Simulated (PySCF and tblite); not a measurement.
Values are calculated unless marked as measured or tabulated.
C₄H₁₂Cl₂Si₂, numbered as in [CH3:1][Si:2]([CH3:3])([Cl:4])[Si:5]([CH3:6])([CH3:7])[Cl:8].

Conformers came from 60 starts (ETKDG, MMFF94s, GFN2-xTB); geometries are GFN2-xTB. Weights use PBE0-D3(BJ)/pcSseg-1 (IEF-PCM, chloroform) energies plus GFN2-xTB zero-point and thermal terms (modes under about 100 cm⁻¹ blended into free rotors). Symmetry numbers and mirror images are counted. Conformers within 3 kcal/mol (GFN2-xTB free energy) were kept, 10 at most. Codes: tblite and PySCF.

Torsions listed: Cl4–Si2–Si5–Cl8. Of a mirror pair one member is shown.

| conformer | shape | symmetry | E(GFN2) kcal/mol |
| --- | --- | --- | --- |
| 1 | 180° | C2h | 0.00 |
| 2 | 68° | C2 (pair) | 0.47 |

Q: Which of these conformers is the most populated at 298.15 K, and with what share?

A: Conformer 1, about 70 %. The lead over the next is within the error of the method.

Q: Give the DFT energies and free energies relative to the lowest, and all weights.

A: 
| conformer | shape | E(DFT) kcal/mol | G(298.15 K) kcal/mol | weight % |
| --- | --- | --- | --- | --- |
| 1 | 180° | 0.00 | 0.00 | 69.7 |
| 2 | 68° | 0.82 | 0.49 | 30.3 |

Q: How does its share change from 150 K to 400 K?

A: From 92 % to 61 %; the mixing entropy goes from 0.69 to 1.88 cal/(mol K).


Conformer gaps in pcSseg-1 on xTB geometries can be 2 kcal/mol off for S=O, P=O and other polar bonds.